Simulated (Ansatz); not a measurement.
Ge₈BPH₁₆, a doped cluster cut from the lattice of germanium (B and P 4.0 A apart), relaxed as a singlet with RKS PBE-D4/def2-SVP in Ansatz, starting from the GFN2-xTB geometry. Force threshold 0.03 eV/Å.

Start:

```xyz
26

B     0.0982   -2.2781   -0.8383
Ge   -2.2701    0.6981   -0.3135
P     1.4459    1.1560   -1.0249
Ge    0.3297   -0.1740    2.3657
Ge    1.4765   -1.0807   -1.7829
Ge   -0.6305    2.1670   -1.4116
Ge   -1.7944   -1.5558   -1.1896
Ge    0.5005   -2.3265    1.1773
Ge   -1.7298    1.0962    2.0349
Ge    1.9566    1.2995    1.2554
H     0.1899   -3.3746   -1.2836
H    -3.5635    1.4456   -0.6999
H     2.3994    1.8821   -1.7137
H     0.8210   -0.0272    3.8213
H     1.3920   -0.7735   -3.2855
H     2.9882   -1.3107   -1.6362
H    -0.5618    2.3058   -2.9334
H    -0.3028    3.5965   -0.9626
H    -2.2524   -1.3880   -2.6390
H    -2.9846   -2.3343   -0.6253
H    -0.3711   -3.2108    2.0710
H     1.8878   -2.7807    1.6328
H    -2.8407    0.6134    2.9556
H    -1.6290    2.5692    2.4158
H     3.4471    0.9608    1.2006
H     1.9979    2.8248    1.4097
```

Estimate the energy that the relaxation releases and the steps that it takes.

0.40 eV, in 7 steps; 38 s on 2 threads of AMD EPYC 7R13 on a shared host and a share (18 GiB) of an NVIDIA H100 80GB HBM3. The force fell under the threshold at step 5, but the optimiser went on and released 0.002 eV more. No frequencies were taken in this run, so the end may be a saddle point.

Does the start keep its bonding and symmetry?

By distances, no bond broke or formed. The bond that changes most is P3–H13, from 1.38 to 1.43 Å (atoms count from 1). Point group Cs at the start, Cs at the end, both within 0.05 Å.

Predict the relaxed structure.


```xyz
26

B     0.075   -2.187   -0.786
Ge   -2.244    0.773   -0.367
P     1.484    1.174   -1.056
Ge    0.404   -0.117    2.364
Ge    1.490   -1.107   -1.805
Ge   -0.597    2.217   -1.465
Ge   -1.843   -1.518   -1.188
Ge    0.508   -2.308    1.237
Ge   -1.718    1.056    2.010
Ge    2.025    1.337    1.238
H     0.175   -3.323   -1.252
H    -3.609    1.451   -0.711
H     2.467    1.944   -1.759
H     0.830   -0.040    3.866
H     1.319   -0.832   -3.334
H     3.010   -1.400   -1.588
H    -0.638    2.275   -3.020
H    -0.393    3.663   -0.922
H    -2.229   -1.421   -2.701
H    -2.987   -2.333   -0.506
H    -0.484   -3.174    2.076
H     1.940   -2.822    1.600
H    -2.828    0.384    2.867
H    -1.640    2.559    2.424
H     3.513    0.881    1.261
H     1.972    2.868    1.518
```
Bond lengths: 6 × Ge–Ge 2.45 to 2.47 Å; 3 × Ge–P 2.36 to 2.40 Å; 3 × B–Ge 2.05 to 2.07 Å; 14 × Ge–H 1.55 to 1.56 Å; 1 × B–H 1.23 Å; 1 × H–P 1.43 Å.
